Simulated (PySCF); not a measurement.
Cl₂HOSb. Atoms are numbered in the order given.

```xyz
5

Sb     0.3967    -0.4198     0.0000
Cl    -0.2541     1.0362    -1.7891
Cl    -0.2541     1.0362     1.7891
O     -1.1948    -1.5900     0.0000
H     -2.0349    -1.1035     0.0000
```

Geometry: B3LYP-D3(BJ)/def2-SVP. The def2 effective core potentials stand for the cores of Sb; spin–orbit coupling is left out. The values are those of a single conformer.

These are ωB97X/def2-TZVPD (PySCF) values and carry that method's errors.

Mulliken values depend strongly on the basis, most of all with diffuse functions as here. ESP charges are fitted to the potential on shells at 1.4 to 2.0 van der Waals radii. Atomic charges (e):

| atom | ESP fit | Mulliken |
|---|---|---|
| Sb1 | 0.64 | 1.11 |
| Cl2 | -0.23 | -0.38 |
| Cl3 | -0.23 | -0.38 |
| O4 | -0.55 | -0.66 |
| H5 | 0.36 | 0.32 |
